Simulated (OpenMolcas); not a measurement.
# Cu6+, Ag6+, Au6+: d5 down the group

```json
{
  "Program": "OpenMolcas",
  "Method": "MS-RASPT2, IPEA 0.25 Eh, imaginary shift 0.1 Eh",
  "Basis": "ANO-RCC-VQZP",
  "Scalar Hamiltonian": "DKH2, point nucleus",
  "Spin-orbit coupling": "state interaction with AMFI integrals over the reference wave functions, term energies averaged over their components"
}
```

Active space for each ion: 11 electrons in 8 orbitals (RAS1 p, at most 2 holes; RAS2 d); closed shells correlated by CASPT2: Cu6+ 3s; Ag6+ 4s; Au6+ 5s.

Computed levels in cm-1 above 6S 5/2:

```tsv
Level	Cu6+	Ag6+	Au6+
4G 7/2	47650	32000	27650
4G 11/2	47680	32240	29560
4G 9/2	47730	32450	31280
4P 1/2	53030	36590	33610
4D 7/2	57380	38560	38350
4D 1/2	57730	40580	44940
2I 11/2	69230	46310	44580
2I 13/2	69530	47710	49460
2F 7/2(1)	76760	55740	64720
weight of 6S in the lowest level (%)	100	98	76
```

Mixed levels, with the weight of the term that names them: Ag6+ 4P 1/2 (70 %), Ag6+ 4D 1/2 (71 %), Ag6+ 2F 7/2(1) (53 %), Au6+ 4G 7/2 (57 %), Au6+ 4G 11/2 (70 %), Au6+ 4P 1/2 (59 %), Au6+ 4D 7/2 (53 %), Au6+ 4D 1/2 (67 %), Au6+ 2I 11/2 (68 %), Au6+ 2F 7/2(1) (56 %).

Measured, with the error of the calculation in %. Measured levels: Cu6+, Ag6+ from the list in Gamrath, thesis, University of Mons (2023).

```tsv
Level	Cu6+	Ag6+
4G 7/2		30378 (+5.3)
4G 11/2		30662 (+5.1)
4G 9/2		30907 (+5.0)
4P 1/2	51407 (+3.2)	34605 (+5.7)
4D 7/2	55742 (+2.9)	36485 (+5.7)
4D 1/2	56210 (+2.7)	38685 (+4.9)
2I 11/2	67757 (+2.2)	44011 (+5.2)
2I 13/2	67918 (+2.4)	45546 (+4.8)
2F 7/2(1)	74408 (+3.2)
```

Without spin-orbit coupling 4G lies 47670, 32170, 28600 cm-1 above 6S in that order; the difference to the level 4G 7/2, of either sign, comes from spin-orbit coupling, which also lowers the zero.

CASPT2 breaks the degeneracy within a term, and the mean is taken; among the terms shown or strongly mixed into the levels shown the widest spread is 820 cm-1 (4d5 2I, Ag6+). Active for correlation alone: 3p; no level in the range computed is led by a configuration that opens it, so any true level of that kind is missing (holds for Cu6+). Active for correlation alone: 4p; no level in the range computed is led by a configuration that opens it, so any true level of that kind is missing (holds for Ag6+). Blocks of more than 70 roots (2S+1 = 2 even) ran without multistate coupling (holds for Au6+). Active for correlation alone: 5p; no level in the range computed is led by a configuration that opens it, so any true level of that kind is missing (holds for Au6+). Measured partners are found by configuration, term and J. A level has none where our copy of the source lacks it or the pairing is in doubt (some pairs that miss far off the trend of their configuration count as doubtful), and it then counts in no deviation. Levels of configurations outside the active space are missing.

A number in round brackets counts repeated terms of one configuration in the order of the reference energies.
